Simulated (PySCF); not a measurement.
PySCF input for hydrogen bromide (BrH), SMILES Br, SMD-B3LYP/def2-SVP. Geometry optimised at PBE-D3(BJ)/def2-TZVPD.

```python
import numpy as np
from pyscf import gto, scf, dft
from pyscf.solvent import smd

mol = gto.M(
    atom='''
    Br    0.00000000    0.00000000   -0.03980115
    H     0.00000000    0.00000000    1.39304039
    ''',
    basis='def2-SVP',
    charge=0,
    spin=0,
    max_memory=1600,
    verbose=3,
)
mf = dft.RKS(mol, xc='b3lyp').density_fit(auxbasis='def2-universal-jkfit')
mf.grids.level = 3
mf.conv_tol = 1e-9
mf.max_cycle = 100
mf.kernel()
res = {}
for name in ['water', 'ethanol', 'chloroform']:
    s = mf.SMD()
    s.with_solvent.solvent, s.with_solvent.sasa_ng = name, 302
    s.kernel(mf.make_rdm1())
    res[name] = (s.e_tot, s.with_solvent.get_cds(), s.dip_moment(), s.mo_energy, s.converged)
    print(f'SMD {name}: dG(solv) = {(s.e_tot - mf.e_tot) * 627.509474:.3f} kcal/mol, of which CDS {res[name][1] * 627.509474:.3f}')
```

Output:

```
converged SCF energy = -2574.47302721476
converged SCF energy = -2574.475669377
Dipole moment(X, Y, Z, Debye):  0.00000, -0.00000,  1.30937
SMD water: dG(solv) = -1.658 kcal/mol, of which CDS 0.233
converged SCF energy = -2574.4788541896
Dipole moment(X, Y, Z, Debye):  0.00000,  0.00000,  1.29518
SMD ethanol: dG(solv) = -3.656 kcal/mol, of which CDS -1.856
converged SCF energy = -2574.47848094551
Dipole moment(X, Y, Z, Debye):  0.00000,  0.00000,  1.21779
SMD chloroform: dG(solv) = -3.422 kcal/mol, of which CDS -2.114
```

The run converged.
